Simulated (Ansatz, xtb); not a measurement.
# Two isomers of C2H8OSiZn

Structure X is `C[SiH](C)[O][ZnH]`, a singlet and structure Y is `C[SiH2][O][Zn][CH3]`, a singlet. Both are isolated molecules in the gas phase, relaxed with B3LYP-D3(BJ)/def2-SVP; the shapes shown needn't be the lowest conformers.

X (Å):

```xyz
13

C     1.0281   -1.1677   -1.2332
C    -0.9685   -0.8331   -3.5556
O    -1.8567   -1.2379   -0.8414
Si   -0.6688   -0.5109   -1.7297
Zn   -2.3277   -1.5959    0.8289
H     1.8313   -0.6827   -1.8131
H     1.2342   -0.9867   -0.1647
H     1.0929   -2.2546   -1.4099
H    -0.6788    0.9722   -1.4927
H    -1.9595   -0.4633   -3.8643
H    -0.9282   -1.9134   -3.7725
H    -0.2084   -0.3308   -4.1771
H    -2.7893   -1.9399    2.2289
```

Y (Å):

```yaml
atoms:
  - { symbol: C, position_ang: [0.4902, 0.1340, -1.7130] }
  - { symbol: C, position_ang: [0.5857, 0.0643, 3.7133] }
  - { symbol: O, position_ang: [0.2542, -1.7628, 0.5002] }
  - { symbol: Si, position_ang: [-0.0538, -1.5662, -1.1030] }
  - { symbol: Zn, position_ang: [0.4017, -0.8503, 2.0213] }
  - { symbol: H, position_ang: [0.2926, 0.2512, -2.7919] }
  - { symbol: H, position_ang: [-0.0495, 0.9392, -1.1859] }
  - { symbol: H, position_ang: [1.5703, 0.2850, -1.5498] }
  - { symbol: H, position_ang: [0.6746, -2.6097, -1.8892] }
  - { symbol: H, position_ang: [-1.5173, -1.7179, -1.3926] }
  - { symbol: H, position_ang: [0.2606, -0.5860, 4.5404] }
  - { symbol: H, position_ang: [1.6347, 0.3494, 3.8892] }
  - { symbol: H, position_ang: [-0.0282, 0.9782, 3.7310] }
```

Which of the two would you expect CCSD(T)/def2-SVP + ΔMP2/def2-TZVPP electronic energies to favour?

Structure X; the calculation gives E(Y) − E(X) = +4.0 kcal/mol.

Level by level:

```json
{"level": "B3LYP-D3(BJ)/def2-SVP", "geometry": "B3LYP-D3(BJ)/def2-SVP", "E(Y) − E(X) (kcal/mol)": "+3.3", "departure from the last row (kcal/mol)": "−0.7", "job, with rough time for the two": "optimisation, 5.7 min"}
{"level": "HF/def2-SVP", "geometry": "B3LYP-D3(BJ)/def2-SVP", "E(Y) − E(X) (kcal/mol)": "+4.5", "departure from the last row (kcal/mol)": "+0.4", "job, with rough time for the two": "part of the CCSD(T) run"}
{"level": "MP2/def2-SVP", "geometry": "B3LYP-D3(BJ)/def2-SVP", "E(Y) − E(X) (kcal/mol)": "+2.1", "departure from the last row (kcal/mol)": "−2.0", "job, with rough time for the two": "part of the CCSD(T) run"}
{"level": "CCSD(T)/def2-SVP", "geometry": "B3LYP-D3(BJ)/def2-SVP", "E(Y) − E(X) (kcal/mol)": "+2.6", "departure from the last row (kcal/mol)": "−1.5", "job, with rough time for the two": "single point"}
{"level": "CCSD(T)/def2-SVP + ΔMP2/def2-TZVPP", "geometry": "B3LYP-D3(BJ)/def2-SVP", "E(Y) − E(X) (kcal/mol)": "+4.0", "departure from the last row (kcal/mol)": "", "job, with rough time for the two": "single point, 2.1 min"}
```

As drawn, Y has 1 C–Zn, 1 Si–H in place of 1 C–Si, 1 Zn–H.

The levels shown agree on the order. The largest departure from CCSD(T)/def2-SVP + ΔMP2/def2-TZVPP is that of MP2/def2-SVP, 2.0 kcal/mol. A small imaginary or near-zero mode remains, so no thermal terms are given. Levels run at GFN2-xTB geometries aren't shown. The last row adds to CCSD(T) the change of the MP2 difference between the two basis sets, here +1.5 kcal/mol.

The correlated steps freeze 13 core orbitals; the last core shell of Zn is correlated, in a basis made for valence electrons. Run with Ansatz 0.2.0; the last row on 2 threads of Arm Neoverse V1 on a shared host.
